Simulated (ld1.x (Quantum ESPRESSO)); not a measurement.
# Transferability test, ultrasoft potential for Co (Z = 27)

* Element: Co (Z = 27)
* Generator: ld1.x (Quantum ESPRESSO) 7.5
* Type: ultrasoft
* Functional: PBE
* Relativity: scalar-relativistic
* Frozen core: [Ar]
* Valence charge: 9
* Reference configuration: 3d7 4s2 4p0
* Partial waves: 4s (bound): rcut 2.00, rcutus 2.25 bohr; 4s channel at 0.15 Ry: rcut 2.00, rcutus 2.25 bohr; 4p (bound, empty): rcut 2.15, rcutus 2.85 bohr; 4p channel at 1.7 Ry: rcut 2.15, rcutus 2.85 bohr; 3d (bound): rcut 0.75, rcutus 0.85 bohr; 3d channel at -0.15 Ry: rcut 0.75, rcutus 0.85 bohr
* Local potential: all-electron potential smoothed inside 2.25 bohr (lloc = -2)
* Core correction: Bessel-smoothed model core inside 0.85 bohr
* Augmentation charge: PSQ, inside the norm-conserving radii

Energies are relative to the spin-unpolarised reference configuration 3d7 4s2 4p0; without spin polarisation the order of configurations can differ from experiment.

Task: Give the all-electron excitation energy and the error of the potential for: 3d7 4s1 4p0; 3d7 4s0 4p0; 3d6 4s0 4p0; 3d6 4s2 4p0; 3d8 4s0 4p0; 3d7 4s0 4p2; 3d5 4s0 4p0.

Result:

| valence configuration | charge | ΔE all-electron (eV) | error AE − PS (meV) |
| --- | --- | --- | --- |
| 3d7 4s1 4p0 | +1 | 9.030 | -5.7 |
| 3d7 4s0 4p0 | +2 | 25.816 | -35 |
| 3d6 4s0 4p0 | +3 | 61.686 | -217 |
| 3d6 4s2 4p0 | +1 | 15.182 | -220 |
| 3d8 4s0 4p0 | +1 | 6.471 | -165 |
| 3d7 4s0 4p2 | 0 | 8.979 | -6.8 |
| 3d5 4s0 4p0 | +4 | 117.038 | -1362 |

Levels in the configuration 3d6 4s2 4p0:

```csv
level,all-electron (eV),pseudo (eV)
3d,-22.788,-23.337
4s,-14.528,-14.513
```
